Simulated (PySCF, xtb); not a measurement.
Ge(H)2(Cl)(OMe) (CH₅ClGeO), SMILES [GeH2]([Cl])[O]C. The values are those of a single conformer.

Harmonic wavenumbers (cm⁻¹) from GFN2-xTB run with xtb at its own minimum, in rising order: 73, 112, 150, 244, 370, 469, 491, 594, 676, 776, 1057, 1131, 1140, 1413, 1479, 1482, 1847, 2000, 2933, 2949, 2980.

Task: What does PBE0-D3(BJ)/def2-SVP in PySCF give at its own minimum? (The exact figures need the calculation; the answer reports its results.)

Result: 79, 115, 179, 267, 423, 551, 650, 680, 799, 850, 1155, 1177, 1201, 1467, 1471, 1479, 2170, 2225, 3007, 3089, 3141. Paired by order, the mean absolute difference is 87 cm⁻¹ and the zero-point energies are 34.8 and 37.4 kcal/mol.
